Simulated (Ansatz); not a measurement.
BiH3 (SMILES [BiH3]) moved off its minimum; all values from Ansatz (a quantum-chemistry and plane-wave program), cores frozen in correlated methods. Elements past Kr take the def2 small-core potentials, without spin–orbit coupling.
(charge 0, multiplicity 1)
```xyz
4

Bi    -0.0017     0.0625     0.0682
H     -1.4473    -0.1624    -0.9843
H      0.9435    -1.0402    -1.0890
H      0.4218     1.3786    -0.9978
```

Q: Give the forces (eV/Å), the total energy and the dipole at CCSD(T)/def2-TZVPPD.

A: 
```json
[
 {"atom": "Bi1", "Fx": "0.103", "Fy": "-0.857", "Fz": "-0.293"},
 {"atom": "H2", "Fx": "-0.079", "Fy": "-0.082", "Fz": "0.125"},
 {"atom": "H3", "Fx": "-0.275", "Fy": "0.261", "Fz": "0.468"},
 {"atom": "H4", "Fx": "0.251", "Fy": "0.677", "Fz": "-0.300"}
]
```
Energy -215.4279 hartree, dipole 1.24 D.
